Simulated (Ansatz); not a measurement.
Relaxation of a periodic cell of 37 atoms, H₂₆C₈O₃ (contents 2 CH4 + 3 CH3CH2OH, density as packed 0.85 g/cm³ with natural masses), to a largest force component of 0.3 eV/Å in at most 15 steps.

The calculation used Ansatz, DFT PBE-D3(BJ), scalar-relativistic, plane waves, PAW. Settings: accuracy low, cutoff 420 eV, k mesh 1x1x1, fermi-dirac smearing 0.05 eV, no spin polarisation.

```xyz
37
Lattice="6.9355 0.0000 0.0000 0.0000 6.9355 0.0000 0.0000 0.0000 6.9355" Properties=species:S:1:pos:R:3
C 0.595 1.599 3.789
H 1.168 2.325 4.365
H -0.012 0.997 4.464
H 1.278 0.951 3.239
H -0.053 2.122 3.087
C 4.388 1.615 2.436
H 5.333 1.145 2.163
H 4.321 2.595 1.963
H 4.339 1.730 3.518
H 3.561 0.992 2.098
C 5.731 5.694 5.804
C 5.761 4.736 4.635
O 4.625 5.029 3.823
H 4.636 4.418 3.068
H 6.693 4.861 4.066
H 5.729 3.698 4.995
H 6.582 5.519 6.468
H 5.772 6.724 5.445
H 4.808 5.562 6.372
C 2.626 1.043 0.000
C 1.670 2.195 -0.208
O 1.763 3.031 0.944
H 1.151 3.775 0.819
H 1.939 2.750 -1.119
H 0.646 1.819 -0.340
H 2.602 0.361 -0.854
H 3.644 1.418 0.122
H 2.352 0.488 0.900
C 5.763 5.064 1.200
C 4.496 5.872 1.366
O 3.426 4.944 1.539
H 2.607 5.455 1.647
H 4.583 6.539 2.236
H 4.330 6.502 0.480
H 6.626 5.722 1.063
H 5.931 4.446 2.084
H 5.678 4.409 0.331
```

Q: Where does it end, and by what steps?

A: The run ended unconverged. The force dipped under the threshold on the way, but the program's further checks kept it going. Limits of this set-up: coarse k mesh, low accuracy level. After 14 steps the energy has fallen by 3.335 eV; H5 moved furthest, 1.77 Å.

```
step  energy less start (eV)  largest force component (eV/Å)  accepted
   0                  0.0000                           2.270       yes
   1                 -1.2712                           0.619       yes
   2                 -1.8815                           0.477       yes
   3                 -2.2769                           0.592       yes
   4                 -2.5266                           0.536       yes
   5                 -2.6718                           0.435       yes
   6                 -2.8099                           0.370       yes
   7                 -2.9035                           0.322       yes
   8                 -2.9950                           0.199       yes
   9                 -3.0760                           0.178       yes
  10                 -3.1607                           0.199       yes
  11                 -3.2271                           0.508       yes
  12                 -3.2806                           0.782       yes
  13                 -3.3042                           1.031       yes
  14                 -3.3346                           0.741       yes
```

```xyz
37
Lattice="6.9355 0.0000 0.0000 0.0000 6.9355 0.0000 0.0000 0.0000 6.9355" Properties=species:S:1:pos:R:3
C 1.065 0.647 3.302
H 1.827 1.419 3.478
H 0.231 0.803 4.004
H 1.492 -0.359 3.488
H 0.701 0.745 2.262
C 4.516 2.146 2.445
H 5.204 1.936 1.618
H 3.836 2.947 2.143
H 5.099 2.430 3.333
H 3.925 1.254 2.681
C 4.988 5.950 5.582
C 4.623 4.625 4.945
O 3.258 4.618 4.499
H 3.300 4.684 3.507
H 5.297 4.411 4.100
H 4.747 3.798 5.675
H 6.042 5.959 5.895
H 4.836 6.784 4.882
H 4.352 6.114 6.456
C 2.525 1.103 -0.421
C 1.530 2.238 -0.487
O 1.661 2.996 0.725
H 1.177 3.827 0.607
H 1.740 2.878 -1.362
H 0.498 1.840 -0.583
H 2.446 0.443 -1.292
H 3.549 1.500 -0.375
H 2.353 0.495 0.479
C 6.377 4.921 1.638
C 5.396 6.005 2.012
O 4.051 5.515 1.848
H 3.455 6.292 1.935
H 5.556 6.340 3.044
H 5.546 6.876 1.357
H 7.368 5.375 1.504
H 6.457 4.132 2.395
H 6.066 4.458 0.692
```

Run time: 40 s on 1 thread of Intel(R) Xeon(R) Platinum 8259CL CPU @ 2.50GHz (Skylake/Cascade Lake), with other jobs on the host, peak memory 0.45 GiB.
